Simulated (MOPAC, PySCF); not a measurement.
C$_{2}$H$_{4}$N$_{2}$, SMILES `CN=C=N`, neutral singlet in the gas phase. 

Cartesian coordinates (Å):
SMILES: CN=C=N
```xyz
8

C     -1.2344    -0.3599     0.3136
N      0.1623    -0.6606     0.0685
C      1.1281     0.0587     0.1728
N      2.1758     0.6602     0.3814
H     -1.3883     0.6587     0.6767
H     -1.6241    -1.0620     1.0512
H     -1.8001    -0.4986    -0.6085
H      2.5806     1.2036    -0.3701
```
Charge 0, multiplicity 1.

All levels are single points at this geometry (B3LYP-D3(BJ)/def2-TZVP); Pople sets use spherical d functions. Orbital energies aren't observables, and empty levels follow the basis.

```json
[
 {"level": "B3LYP-D3(BJ)/def2-TZVP in PySCF", "HOMO (eV)": "-7.41", "LUMO (eV)": "0.30", "gap (eV)": "7.71", "dipole (D)": "2.16", "vertical IE, Delta-SCF (eV)": "–"},
 {"level": "B3LYP/6-311+G** in PySCF", "HOMO (eV)": "-7.46", "LUMO (eV)": "-0.32", "gap (eV)": "7.14", "dipole (D)": "2.32", "vertical IE, Delta-SCF (eV)": "–"},
 {"level": "PBE/6-31G* in PySCF", "HOMO (eV)": "-5.94", "LUMO (eV)": "0.24", "gap (eV)": "6.18", "dipole (D)": "2.13", "vertical IE, Delta-SCF (eV)": "9.62"},
 {"level": "HF/STO-3G in PySCF", "HOMO (eV)": "-8.26", "LUMO (eV)": "8.72", "gap (eV)": "16.98", "dipole (D)": "2.26", "vertical IE, Delta-SCF (eV)": "–"},
 {"level": "AM1 in MOPAC", "HOMO (eV)": "-10.21", "LUMO (eV)": "1.06", "gap (eV)": "11.27", "dipole (D)": "2.49", "vertical IE, Delta-SCF (eV)": "–"},
 {"level": "PM7 in MOPAC", "HOMO (eV)": "-10.25", "LUMO (eV)": "0.59", "gap (eV)": "10.84", "dipole (D)": "3.12", "vertical IE, Delta-SCF (eV)": "–"}
]
```
